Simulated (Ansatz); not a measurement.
One change: `N[SiH2]B(N)O` becomes `CNB(N)O`.

Ansatz, PBE0-D4/def2-TZVP geometries, multiplicity 1. Each molecule was computed in one conformer, which needn't be the lowest.

```json
{"property": "LUMO energy (ωB97M-V/def2-TZVPP) / eV", "`N[SiH2]B(N)O`": "1.64"}
{"property": "LUMO energy (PBE0/def2-TZVPP) / eV", "`N[SiH2]B(N)O`": "-0.02"}
{"property": "HOMO–LUMO gap (PBE/def2-TZVPP) / eV", "`N[SiH2]B(N)O`": "4.92"}
{"property": "HOMO–LUMO gap (PBE0/def2-TZVPP) / eV", "`N[SiH2]B(N)O`": "7.13"}
{"property": "HOMO energy (B3LYP/def2-TZVPP) / eV", "`N[SiH2]B(N)O`": "-6.94"}
{"property": "HOMO energy (PBE/def2-TZVPP) / eV", "`N[SiH2]B(N)O`": "-5.77"}
```

Q: Give the same properties after the change, and the shifts. (An estimate is asked.)

A: The calculation gave: 
```json
{"property": "LUMO energy (ωB97M-V/def2-TZVPP) / eV", "`CNB(N)O`": "2.10", "shift": "0.46"}
{"property": "LUMO energy (PBE0/def2-TZVPP) / eV", "`CNB(N)O`": "0.77", "shift": "0.79"}
{"property": "HOMO–LUMO gap (PBE/def2-TZVPP) / eV", "`CNB(N)O`": "5.01", "shift": "0.09"}
{"property": "HOMO–LUMO gap (PBE0/def2-TZVPP) / eV", "`CNB(N)O`": "7.21", "shift": "0.08"}
{"property": "HOMO energy (B3LYP/def2-TZVPP) / eV", "`CNB(N)O`": "-6.21", "shift": "0.73"}
{"property": "HOMO energy (PBE/def2-TZVPP) / eV", "`CNB(N)O`": "-5.04", "shift": "0.73"}
```

With PBE0 the HOMO rises by 0.72 eV and the LUMO rises by 0.79 eV, so the gap widens by about 0.07 eV. PBE moves the HOMO by 0.73 eV and ωB97M-V by 0.64 eV.

Positive LUMOs are unbound, so they and the gaps depend on the basis.

B3LYP here is the variant with VWN-RPA as its local correlation; programs differ in this.
